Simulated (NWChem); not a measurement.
System: BSiH4O2F; SMILES OB(F)O[SiH3]

Input file for NWChem:

```
start job
memory heap 200 mb stack 900 mb global 1100 mb
geometry units angstroms noautoz
  B      0.029135     0.960882     0.111881
  F      0.703202     2.060619     0.453953
  O     -1.176497     1.068410    -0.500023
  H     -1.447795     1.981292    -0.637746
  O      0.567350    -0.245287     0.385085
  Si    -0.009590    -1.792593     0.092288
  H     -1.301731    -2.005414     0.805348
  H      1.018416    -2.732316     0.614411
  H     -0.196232    -2.005641    -1.371663
end
basis spherical
  * library 6-31+g*
end
dft
  xc b3lyp
  iterations 150
end
tddft
  cis
  nroots 8
  notriplet
end
task tddft energy
```

All runs use the structure optimised with PBE0/def2-SVP.

Vertical excitations in the gas phase.

Q: Give the results of this calculation. (B3LYP/6-31+G* (spherical d), TDA.) Quantities: lowest excitation, singlet (eV); oscillator strength of that lowest state; lowest state with f > 0.02, singlet (eV); oscillator strength of that bright state; orbital gap (eV).

A: The lowest excitation, singlet (eV) is 7.43 and the oscillator strength of that lowest state comes out as 0.003. The lowest state with f > 0.02, singlet (eV) is 8.13 and the oscillator strength of that bright state is 0.030. The orbital gap (eV) comes out as 8.42.
